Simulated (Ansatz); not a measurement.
`S[S][GeH3]` + `[CH3][AlH][SH]` → `[CH3][AlH][S][GeH3]` + `SS` at 600 K and 1 bar (ligand exchange at a Ge–S bond).

Calculated with Ansatz (gas phase, PBE0-D4/def2-TZVP geometries, no zero-point term in ΔE). CCSD(T)/CBS adds triple-zeta CCSD(T) − MP2 to the extrapolated MP2 energy (def2 sets, frozen cores). This one scheme is used for every species. For Ge outer-core shells are correlated without core-valence functions, which leaves a few kJ/mol of doubt a bond. Scalar relativity is left out up to krypton. Each species was taken in one conformer, which may not be the lowest.

```json
{"species": "`S[S][GeH3]`", "CCSD(T)/CBS energy (Eh)": "-2874.07545", "H − E (kJ/mol)": "139.4", "S (J/(mol·K))": "399.2"}
{"species": "`[CH3][AlH][SH]`", "CCSD(T)/CBS energy (Eh)": "-680.89694", "H − E (kJ/mol)": "186.2", "S (J/(mol·K))": "392.5"}
{"species": "`[CH3][AlH][S][GeH3]`", "CCSD(T)/CBS energy (Eh)": "-2758.22792", "H − E (kJ/mol)": "249.8", "S (J/(mol·K))": "494.6"}
{"species": "`SS`", "CCSD(T)/CBS energy (Eh)": "-796.74576", "H − E (kJ/mol)": "76.7", "S (J/(mol·K))": "289.3"}
```

H − E and S are ideal-gas, rigid-rotor, harmonic terms from PBE0-D4/def2-TZVP, for one conformer and one mirror image of each species. 1 Eh = 2625.50 kJ/mol, R = 8.31446 J/(mol·K).

Question: By hand: ΔE, ΔH, ΔS and ΔG.

Answer: ΔE = (-2758.22792) + (-796.74576) − (-2874.07545) − (-680.89694) = -0.00129 Eh = -3.4 kJ/mol. Δ(H − E) = 249.8 + 76.7 − 139.4 − 186.2 = 0.9, so ΔH = -2.5 kJ/mol. ΔS = 494.6 + 289.3 − 399.2 − 392.5 = -7.8 J/(mol·K). ΔG = -2.5 − 600 × (-7.8)/1000 = 2.2 kJ/mol.

Question: By hand: the equilibrium constant, and the temperature at which ΔG would vanish if ΔH and ΔS stayed fixed.

Answer: log₁₀ K = −ΔG/(RT ln 10) = -0.2. ΔG = 0 at ΔH/ΔS = 321 K, though so small a ΔH makes that figure unsure.

TΔS isn't small against ΔH here. The sign of ΔG lies within the doubt. A doubt of 5 kJ/mol in ΔE shifts log₁₀ K by 0.4 here. Other conformers and mirror images would add mixing entropy, several J/(mol·K) or more a flexible species. Modes under 60 cm⁻¹, often nearly free rotors, make the harmonic entropy too high. These are equilibria of isolated gas molecules and say nothing of rates. Largest T1 diagnostic: 0.012 (customary marks: 0.02 for closed shells, 0.045 for open ones).
